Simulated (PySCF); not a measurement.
**Radial density of Mn⁺ (manganese, charge +1)**

UHF, [Ar] 3d5 4s1, high-spin 7S determinant. Calculation: PySCF 2.14, in jorge-DZP-DKH (8s6p2d1f, 43 functions); scalar relativity by spin-free X2C-1e.

```tsv
r (bohr)	4πr²ρ (e/bohr)	4πr²(ρα − ρβ)
0.00134	0.3174	0.0001
0.00225	0.7885	0.0003
0.00378	1.925	0.0006
0.00636	4.513	0.0014
0.0107	9.789	0.0030
0.0180	18.51	0.0051
0.0303	27.79	0.0055
0.0509	29.23	-0.0017
0.0856	23.25	-0.0149
0.144	29.07	0.0224
0.242	30.06	0.3980
0.408	12.52	2.1754
0.686	14.98	4.3150
1.15	8.599	3.2656
1.94	1.706	1.3198
3.26	0.3462	0.3444
5.49	0.02790	0.0279
9.23	8.827e-05	0.0001
```

Densities and radii are taken from the X2C orbitals without a picture-change correction, which distorts them close to the nucleus.

(1) Where is the radial spin density 4πr²(ρα − ρβ) most negative, and why is it negative at all?

Results:

(1) Around r = 0.0856 bohr, down to -0.0149 e/bohr: exchange with the open shell polarises the paired shells in an unrestricted calculation.
